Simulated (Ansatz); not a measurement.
ClH$_{4}$N$_{2}$Si, SMILES `N[Si](N)Cl` radical, 8 atoms. Charge 0, multiplicity 2. All runs use 4 threads of an INTEL XEON PLATINUM 8581C on a shared host. Correlated methods freeze the cores. Open-shell runs search over several starts.

(1) Give the basis size and wall time and peak host memory of each of these runs in Ansatz. UHF-CCSD(T)/def2-TZVPP energy; UKS ωB97M-V/def2-SVP energy; UKS BHLYP-D4/def2-TZVPP energy; UKS PBE0-D4/def2-SVP energy; direct RPA on PBE orbitals/def2-TZVPP energy; UKS ωB97X-V/def2-TZVPP energy; UHF-CCSD(T)/def2-SVP energy; UKS PBE0-D4/def2-TZVP frequencies; UKS ωB97M-V/def2-QZVPP energy; UKS r2SCAN-D4/def2-TZVPP energy and forces; UKS PBE0-D4/def2-QZVPP energy; UKS PBE0-D4/def2-TZVP relaxation (8 steps). (Estimate.)

Results:

(1) Ansatz gave: Other jobs shared the machine, so times are rough.

```
                                level                   job  functions  wall time  peak host memory (GiB)
                 UKS PBE0-D4/def2-SVP                energy         84      0.9 s                     0.4
              UKS BHLYP-D4/def2-TZVPP                energy        202      2.7 s                    0.64
                 UKS ωB97M-V/def2-SVP                energy         84      2.9 s                     0.4
             UKS r2SCAN-D4/def2-TZVPP     energy and forces        202      3.1 s                    0.35
                 UHF-CCSD(T)/def2-SVP                energy         84      3.3 s                     0.5
direct RPA on PBE orbitals/def2-TZVPP                energy        202      3.7 s                    0.56
               UKS ωB97X-V/def2-TZVPP                energy        202      4.8 s                    0.81
               UKS PBE0-D4/def2-QZVPP                energy        374      7.5 s                     1.5
               UKS ωB97M-V/def2-QZVPP                energy        374       15 s                     1.9
                UKS PBE0-D4/def2-TZVP  relaxation (8 steps)        160       16 s                    0.47
                UKS PBE0-D4/def2-TZVP           frequencies        160       57 s                    0.46
               UHF-CCSD(T)/def2-TZVPP                energy        202       81 s                     6.4
```
